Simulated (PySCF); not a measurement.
# Telling isomers of C$_{6}$H$_{11}$N$_{3}$ apart by NMR

Calculated, not measured (PySCF): GIAO PBE0/pcSseg-1 shieldings, GFN2-xTB structure. Fast rotation and ring inversion assumed for equivalent nuclei, a single conformation, no relativistic terms, gas phase.

Shifts are taken against calculated references (same method and geometry level): ¹H (σref 31.72), ¹³C (σref 186.93) against TMS. Where no couplings were computed, multiplicities follow the n + 1 count of equivalent neighbours, and m marks all less simple cases (inequivalent or close neighbours, rings, F or P nearby). Shifts are as computed. Against solution values, carbons near 30 ppm lie about +3 ppm off and those near 130 ppm about +5 ppm. Of 1211 compounds with measured shifts, 218 miss one by over three times the rms of a fit or turn the order of signals round; such compounds aren't used in these exercises.

(1) Tabulate the signals of `CCc1nn(C)nc1C`, `CCc1c(C)nnn1C` and their relative energies.

(2) What is the quickest way to tell CCc1nn(C)nc1C from CCc1c(C)nnn1C?

Answers

(1) 
| SMILES | carbon types | δC | δH | E rel. (kcal/mol) |
| --- | --- | --- | --- | --- |
| CCc1nn(C)nc1C | 2×C 1×CH2 3×CH3 | 152.8, 145.3, 41.1, 22.7, 18.0, 12.1 | 4.11 (s, 3H), 2.73 (q, 2H), 2.42 (s, 3H), 1.17 (t, 3H) | 0.0 |
| CCc1c(C)nnn1C | 2×C 1×CH2 3×CH3 | 144.2, 140.8, 34.6, 20.5, 15.8, 12.8 | 4.04 (s, 3H), 2.75 (q, 2H), 2.48 (s, 3H), 1.14 (t, 3H) | 6.1 |

Energies are electronic energies at PBE0/pcSseg-1 on these geometries, without zero-point or thermal terms, each for the one conformer computed, which needn't be the lowest.

(2) Both give the same number of carbon signals, with the same numbers of each carbon type, so the positions decide. The first has a substituted aromatic carbon next to a ring nitrogen (C) at 152.8 ppm, the second a methyl carbon bonded to N (CH3) at 34.6 ppm. Their most deshielded carbons lie at 152.8 and 144.2 ppm.
